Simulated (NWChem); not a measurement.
# Ionisation of hexafluoroantimonate (F$_{6}$Sb (-1))

SMILES: [F][Sb-]([F])([F])([F])([F])[F]
```xyz
7

F     -1.9222     0.0000     0.0000
Sb     0.0000     0.0000     0.0000
F      0.0000     0.0000     1.9222
F      0.0000     1.9222     0.0000
F      0.0000    -1.9222     0.0000
F      1.9222     0.0000     0.0000
F      0.0000     0.0000    -1.9222
```
Charge -1, spin multiplicity 1.

The numbers come from NWChem runs, not from measurements. The geometry was optimised at PBE0/def2-SVP with def2 effective core potentials on Sb, a minimum by its harmonic frequencies.

Basis set: def2-SVPD. −ε marks an orbital energy of the parent.

```
method                 first vertical ionisation energy (eV)  relative cost
---------------------  -------------------------------------  -------------
−ε(HOMO) of M06-2X                                      8.77        under 3
G0W0@B3LYP                                              8.49              5
−ε(HOMO) of BHandHLYP                                   8.85              1
−ε(HOMO) of HF                                         12.39        under 3
G0W0@PBE0                                               8.64              5
−ε(HOMO) of B3LYP                                       6.35        under 3
G0W0@PBE                                                7.79              5
−ε(HOMO) of PBE                                         4.50        under 3
```

The values span 7.89 eV, from −ε(HOMO) of PBE (lowest) to −ε(HOMO) of HF (highest). Costs are rough ratios of processor time within this set of runs, SCF included, with −ε(HOMO) of BHandHLYP as 1.

Effective core potentials replace the inner electrons of Sb; spin-orbit coupling is left out. B3LYP has NWChem's definition, with VWN1-RPA local correlation. GW and range-separated runs recompute their integrals, the others keep them in memory, which bears on the times. The anion's geometry comes from a basis without diffuse functions.
